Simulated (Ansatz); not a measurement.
This geometry of C$_{2}$H$_{8}$BNSi (13 atoms, charge 0, multiplicity 1) is a first-order saddle point.

These are results of RKS LDA/6-31G (Ansatz 0.2.0), not measurements.

```xyz
13
Properties=species:S:1:pos:R:3
N -2.248 1.150 0.857
B -1.065 0.414 0.434
C 0.117 1.078 -0.290
C 1.210 0.373 -0.682
Si 1.496 -1.493 -0.412
H -2.397 1.289 1.861
H -3.133 0.963 0.378
H -0.935 -0.796 0.645
H 0.074 2.162 -0.501
H 2.037 0.887 -1.205
H 0.460 -2.358 -1.100
H 1.558 -1.879 1.052
H 2.846 -1.824 -1.024
```

(1) Which two structures does it join? (They come from a converged band through this point; their orientation in space is the band's.)

(2) How far does it lie above each of them?

Answers

(1) No bond is made or broken. The height of N1 over the plane of its neighbours goes from 0.00 to 0.00 Å. The two ends are copies of one structure, up to a mirror image or an exchange of like atoms.

First end point:

```xyz
13
Properties=species:S:1:pos:R:3
N -2.212 1.033 0.914
B -1.086 0.316 0.505
C 0.024 0.986 -0.329
C 1.141 0.348 -0.750
Si 1.555 -1.470 -0.399
H -2.961 0.617 1.467
H -2.350 2.019 0.680
H -1.003 -0.851 0.826
H -0.089 2.054 -0.608
H 1.894 0.892 -1.345
H 0.546 -2.429 -1.002
H 1.657 -1.775 1.082
H 2.905 -1.775 -1.024
```

Last end point:

```xyz
13
Properties=species:S:1:pos:R:3
N -2.216 1.030 0.904
B -1.087 0.314 0.503
C 0.027 0.988 -0.323
C 1.145 0.351 -0.743
Si 1.555 -1.469 -0.399
H -2.354 2.016 0.671
H -2.970 0.613 1.452
H -1.004 -0.852 0.823
H -0.084 2.057 -0.596
H 1.903 0.897 -1.330
H 0.524 -2.423 -0.972
H 1.694 -1.771 1.081
H 2.886 -1.786 -1.057
```

(2) 1.52 eV above the first and 1.52 eV above the second. This is the barrier of this one path; another mechanism may lie lower. Limits of this set-up: no polarisation functions.

The run took 76 s on 1 CPU thread of a shared host.
